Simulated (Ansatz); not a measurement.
Species: SiH₃Se, charge 0, doublet. SiH3Se (SMILES [SiH3][Se], doublet).
B3LYP-D3(BJ)/def2-TZVP minimum from Ansatz (an electronic-structure program):
```xyz
5

Si    -1.3728    -0.5809     0.0551
Se     0.7274     0.3039    -0.0290
H     -1.5913    -1.3515     1.2991
H     -2.2734     0.5972     0.0297
H     -1.6478    -1.4466    -1.1130
```
Charge 0, spin multiplicity 2.

Total energies in hartree (Ansatz). Open shells are spin-unrestricted; no spin-orbit coupling. Cores are frozen in correlated methods (noble-gas shells, and filled d and f shells in the p block). No relativity. Where a partner has so few electrons that a lower coupled-cluster level is exact, that level stands in.

```csv
species,HF/def2-TZVPP,CCSD(T)/def2-TZVPP,HF/def2-QZVPP,CCSD(T)/def2-QZVPP,CCSDT(Q)/def2-TZVPP
"1: SiH3Se (SMILES [SiH3][Se], doublet)",-2690.54400,-2690.84751,-2690.60061,-2690.92418,-2690.84925
2: Si (triplet),-288.85084,-288.92770,-288.85873,-288.93839,-288.92853
3: Se (triplet),-2399.82719,-2399.94997,-2399.87465,-2400.00689,-2399.95067
4: H (doublet),-0.49981,-0.49981,-0.49998,-0.49998,-0.49981
```

**Question.** Work out the atomisation energy (electronic, to ground-state atoms) in kcal/mol: take Hartree-Fock from def2-QZVPP, extrapolate the CCSD(T) correlation energy as X^-3 (X = 3, 4), and add CCSDT(Q) - CCSD(T) in def2-TZVPP. 1 hartree = 627.51 kcal/mol.

**Answer.** 
Species 1: correlation (64·(-0.32357) - 27·(-0.30351))/37 = -0.33821; step -0.00174; E1 = -2690.60061 + (-0.33821) + (-0.00174) = -2690.94056
Species 2: correlation (64·(-0.07966) - 27·(-0.07686))/37 = -0.08170; step -0.00083; E2 = -288.85873 + (-0.08170) + (-0.00083) = -288.94126
Species 3: correlation (64·(-0.13224) - 27·(-0.12278))/37 = -0.13914; step -0.00070; E3 = -2399.87465 + (-0.13914) + (-0.00070) = -2400.01449
Species 4: correlation (64·(0.00000) - 27·(0.00000))/37 = 0.00000; step +0.00000; E4 = -0.49998 + (0.00000) + (+0.00000) = -0.49998
-1·E1 +1·E2 +1·E3 +3·E4 = 0.48487 hartree = 304.3 kcal/mol.
